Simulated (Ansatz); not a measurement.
Two isomers of C2H10AlNSi: A = `C[SiH](C)[NH][AlH2]`, B = `[CH3][AlH][NH]C[SiH3]`.

Isolated molecules relaxed with PBE0-D4/def2-TZVP in Ansatz; ΔE leaves out vibrations. CCSD(T)/CBS adds triple-zeta CCSD(T) − MP2 to the extrapolated MP2 energy (def2 sets, frozen cores). DFT in def2-TZVPP. B3LYP here is the variant with VWN-RPA as its local correlation; programs differ in this. Each species was taken in one conformer, which may not be the lowest.

(1) Which isomer does CCSD(T)/CBS put lower? Give the gap. (An estimate is asked.)

(2) Give E(B) − E(A) in kJ/mol with CCSD(T)/def2-TZVPP, r2SCAN-D4, B3LYP-D4, B3LYP, B2PLYP, PBE-D4, PBE0-D4. (Best estimate.)

Largest T1 diagnostic: 0.012.

## Answers

(1) Computed: A, by 158.2 kJ/mol.

(2) Computed: CCSD(T)/def2-TZVPP 155.8, r2SCAN-D4 156.0, B3LYP-D4 151.0, B3LYP 147.2, B2PLYP 153.7, PBE-D4 142.6, PBE0-D4 150.4. None reverses the order clearly.

From PBE to PBE0 (25 % exact exchange), in def2-TZVPP and without D4, E(B) − E(A) moves by +8.0 kJ/mol. The D4 term adds +3.8 kJ/mol with B3LYP and +2.2 kJ/mol with PBE0; it sums over pairs of atoms, weighted by their polarisabilities, and B3LYP, whose exchange is more repulsive, gets the larger term.
